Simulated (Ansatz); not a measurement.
Abridged output of a molecular run in Ansatz:

```
Functional definition: HF
2101 factors; integrals over basis functions are off by at most 9.7e-4 eV
mean field evaluation 1: about -24013.8042 eV, gradient 4.9e1 eV
mean field evaluation 2: about -24014.1191 eV, gradient 4.9e1 eV
mean field evaluation 4: about -24019.3571 eV, gradient 4.8e0 eV
mean field evaluation 8: about -24019.4393 eV, gradient 3.7e-1 eV
mean field -24019.43981358 eV, -882.6981321881 hartree, gradient 3.5e-6 eV, S^2 0.000000; 0 other end points of the search recorded, 0 dependent functions left out
13 core orbitals not correlated: weight in the atoms' cores, before any rotation towards them, 1.000 or more for the frozen orbitals, at most 0.000 for the correlated occupied ones
reference -24019.43981358 eV, -882.6981321881 hartree; 24, 24 occupied and 291, 291 virtual orbitals, 2101 factors
second order -35.84363395 eV of doubles, -0.00000000 eV of singles
cycle   1  -35.96872011 eV  change   -1.3e-1 eV  update   1.3e-1
cycle   2  -36.81630320 eV  change   -8.5e-1 eV  update   3.9e-2
cycle   3  -37.01268257 eV  change   -2.0e-1 eV  update   2.2e-2
cycle   4  -36.99983238 eV  change    1.3e-2 eV  update   5.7e-3
cycle   5  -36.99464205 eV  change    5.2e-3 eV  update   3.0e-3
cycle   6  -36.99616210 eV  change   -1.5e-3 eV  update   1.1e-3
cycle   7  -36.99596431 eV  change    2.0e-4 eV  update   4.6e-4
cycle   8  -36.99581019 eV  change    1.5e-4 eV  update   1.4e-4
cycle   9  -36.99587637 eV  change   -6.6e-5 eV  update   5.7e-5
cycle  10  -36.99588479 eV  change   -8.4e-6 eV  update   2.1e-5
perturbative correction -1.40032425 eV, -0.0514609669 hartree
Total energy: -24057.83602262 eV, -884.1091668445 hartree
```

Its atoms:

Cartesian coordinates in Å:
```
C -1.8061 -0.3545 -1.4964
N -0.8041 0.4306 -0.7962
Sn -0.4484 0.1972 1.1615
Cl -0.6073 -2.1035 1.4753
O 1.3934 0.7621 1.4418
C 2.4319 0.2108 0.6618
H -2.8376 -0.0060 -1.3549
H -1.5950 -0.3532 -2.5704
H -1.7576 -1.3927 -1.1627
H -0.8036 1.3981 -1.0883
H -1.3503 1.0003 2.3570
H 2.6445 -0.8265 0.9468
H 3.3337 0.8041 0.8359
H 2.2065 0.2333 -0.4111
```

Which basis set was used?
A. def2-SVP
B. def2-TZVPP
C. cc-pV(Q+d)Z
D. def2-QZVPP

B. It gives 328 functions.

Write the keys of the input that set method, charge and spin (a neutral closed shell needs none for the last two).


```yaml
correlation: {method: ccsd_t}
```
